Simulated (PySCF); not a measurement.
An equivalent PySCF input for Ar⁺ (argon, charge +1), [Ne] 3s2 3p5, 2P determinant, with the non-relativistic Hamiltonian (point nucleus):

```python
from pyscf import gto, scf, dft, mp, cc
import basis_set_exchange as bse
mol = gto.M(atom="Ar 0 0 0", charge=1, spin=1, symmetry="D2h",
            basis=gto.basis.parse(bse.get_basis("aug-cc-pV(D+d)Z", elements=["Ar"], fmt="nwchem", header=False)))
mf = dft.UKS(mol, xc="R2SCAN")
mf.irrep_nelec = {'Ag': (3, 3), 'B1u': (2, 2), 'B2u': (2, 2), 'B3u': (2, 1)}
mf.kernel()
```

It reaches the same state as the run whose output follows, with an energy that differs only through the grid. The run itself started from symmetry-adapted Hartree-Fock orbitals and held the occupation by maximum overlap, on a logarithmic radial grid, so the iterations belong to that start.

```
SCF conv_tol = 1e-09
number electrons alpha = 9  beta = 8
XC functionals = R2SCAN
    J. W. Furness, A. D. Kaplan, J. Ning, J. P. Perdew, and J. Sun.,  J. Phys. Chem. Lett. 11, 8208-8215 (2020)
    J. W. Furness, A. D. Kaplan, J. Ning, J. P. Perdew, and J. Sun.,  J. Phys. Chem. Lett. 11, 9248-9248 (2020)
    J. W. Furness, A. D. Kaplan, J. Ning, J. P. Perdew, and J. Sun.,  J. Phys. Chem. Lett. 11, 8208-8215 (2020)
    J. W. Furness, A. D. Kaplan, J. Ning, J. P. Perdew, and J. Sun.,  J. Phys. Chem. Lett. 11, 9248-9248 (2020)
cycle= 1 E= -526.912847047337  delta_E= -0.00405  |g|= 0.00936  |ddm|= 0.126
cycle= 2 E= -526.912893968675  delta_E= -4.69e-05  |g|= 0.00269  |ddm|= 0.0266
cycle= 3 E= -526.912897290153  delta_E= -3.32e-06  |g|= 0.00087  |ddm|= 0.0103
cycle= 4 E= -526.912897639264  delta_E= -3.49e-07  |g|= 4.09e-05  |ddm|= 0.00249
cycle= 5 E= -526.912897640643  delta_E= -1.38e-09  |g|= 4.97e-06  |ddm|= 0.000158
cycle= 6 E= -526.912897640668  delta_E= -2.56e-11  |g|= 2.65e-07  |ddm|= 2.79e-05
converged SCF energy = -526.912897640668  <S^2> = 0.75377015  2S+1 = 2.0037666
```
